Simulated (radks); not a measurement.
Results of a calculation; reference values are marked as such.
Zr II, 39 electrons, occupied as [Kr] 4d2 4f1 (not the ground configuration). Code: a radial shooting solver on a logarithmic mesh with Libxc functionals. Model: scalar-relativistic Kohn-Sham, PBEsol, spin-polarised, spherical densities, point nucleus; open shells are filled with parallel spins first (spin-orbit coupling, left out, can overturn this in heavy ions).

Radial electron density D(r) = 4 pi r^2 rho(r):

```
   r/bohr * D(r) (the largest magnitude, 60.7, reaches the edge; | marks zero)
 0.002364 |  *
 0.003229 |    *
 0.004447 |       *
 0.006075 |            *
 0.008367 |                   *
  0.01143 |                            *
  0.01574 |                                     *
   0.0215 |                                           *
  0.02961 |                                            *
  0.04046 |                                        *
  0.05572 |                                     *
  0.07612 |                                            *
   0.1048 |                                                      *
   0.1432 |                                                  *
   0.1972 |                                    *
   0.2694 |                                  *
    0.371 |                                        *
   0.5069 |                             *
    0.698 |            *
   0.9536 |        *
    1.313 |       *
    1.794 |   *
    2.471 |*
    3.375 *
    4.648 *
     6.35 *
    8.745 *
    11.95 *
    16.45 *
```

D(r) has 4 maxima, at r = 0.0261, 0.115, 0.368, 7.69 bohr, and minima at 0.0527, 0.235, 4.84 bohr, inside which lie 2.04, 11.07, 38.08 electrons.
